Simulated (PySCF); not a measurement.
Spin-rotation constants: `[C@H]1(N)[C@H]([NH2+][BH3-])C1`, C3H11BN2

Molfile (atoms numbered from 1):
```
C3H11BN2
     RDKit          3D

 17 17  0  0  0  0  0  0  0  0999 V2000
    2.2272   -0.3008   -0.3387 B   0  0  0  0  0  0  0  0  0  0  0  0
    1.0368    0.6583    0.2343 N   0  0  0  0  0  0  0  0  0  0  0  0
   -0.2935    0.3362   -0.2494 C   0  0  2  0  0  0  0  0  0  0  0  0
   -1.5208    0.9132    0.3937 C   0  0  0  0  0  0  0  0  0  0  0  0
   -1.1733   -0.5600    0.5388 C   0  0  1  0  0  0  0  0  0  0  0  0
   -1.8669   -1.6248   -0.0976 N   0  0  0  0  0  0  0  0  0  0  0  0
    3.2578    0.1451    0.1543 H   0  0  0  0  0  0  0  0  0  0  0  0
    2.1849   -0.1727   -1.5582 H   0  0  0  0  0  0  0  0  0  0  0  0
    1.9583   -1.4335    0.0368 H   0  0  0  0  0  0  0  0  0  0  0  0
    1.0592    0.6144    1.2543 H   0  0  0  0  0  0  0  0  0  0  0  0
    1.2663    1.6239   -0.0105 H   0  0  0  0  0  0  0  0  0  0  0  0
   -0.2868    0.2065   -1.3358 H   0  0  0  0  0  0  0  0  0  0  0  0
   -2.3489    1.1889   -0.2652 H   0  0  0  0  0  0  0  0  0  0  0  0
   -1.3968    1.5596    1.2686 H   0  0  0  0  0  0  0  0  0  0  0  0
   -0.7781   -0.8350    1.5263 H   0  0  0  0  0  0  0  0  0  0  0  0
   -2.8016   -1.7420    0.2857 H   0  0  0  0  0  0  0  0  0  0  0  0
   -1.9541   -1.4815   -1.0992 H   0  0  0  0  0  0  0  0  0  0  0  0
  1  2  1  0
  2  3  1  0
  3  4  1  0
  4  5  1  0
  5  6  1  0
  5  3  1  0
  1  7  1  0
  1  8  1  0
  1  9  1  0
  2 10  1  0
  2 11  1  0
  3 12  1  6
  4 13  1  0
  4 14  1  0
  5 15  1  1
  6 16  1  0
  6 17  1  0
M  CHG  2   1  -1   2   1
M  END
```

The calculation used GIAO wB97X/6-31G* magnetisability, rotational g tensor and spin-rotation constants, non-relativistic, gas phase in PySCF 2.14.0. Geometry: PBE0-D3(BJ)/def2-SVP.

Question: Give the nuclear spin-rotation constants along the inertial axes (H = +C I·J) beside the isotropic shieldings.

Answer: Rotational constants 6.1785, 2.2439, 1.8236 GHz. A star marks the isotopologue with that one atom substituted, in its own axes.
```tsv
atom	isotope	Caa (kHz)	Cbb (kHz)	Ccc (kHz)	mean (kHz)	σ (ppm)
B1	11B	0.810	0.287	0.278	0.458	134.5
N2	14N	0.274	0.130	0.080	0.161	213.7
N6	14N	0.247	0.099	0.068	0.138	234.1
H7	1H	0.043	-0.188	-0.124	-0.090	29.8
H8	1H	-0.543	-0.195	0.055	-0.228	29.8
H9	1H	-0.405	-0.021	-0.115	-0.180	29.5
H10	1H	-0.784	-0.287	0.023	-0.349	30.8
H11	1H	-0.574	-0.075	-0.163	-0.271	29.4
H12	1H	-0.688	-0.231	0.029	-0.296	30.0
H13	1H	-0.460	-0.223	-0.101	-0.262	31.8
H14	1H	-0.701	-0.107	-0.127	-0.312	31.8
H15	1H	-0.591	-0.270	0.044	-0.272	29.9
H16	1H	-0.012	-0.281	-0.212	-0.168	31.9
H17	1H	-0.835	-0.286	0.012	-0.370	32.5
C3	13C*	0.939	0.366	0.269	0.525	159.8
C4	13C*	0.676	0.347	0.199	0.407	179.4
C5	13C*	0.806	0.380	0.255	0.480	164.7
```
For the geometry as given, no vibrational averaging.
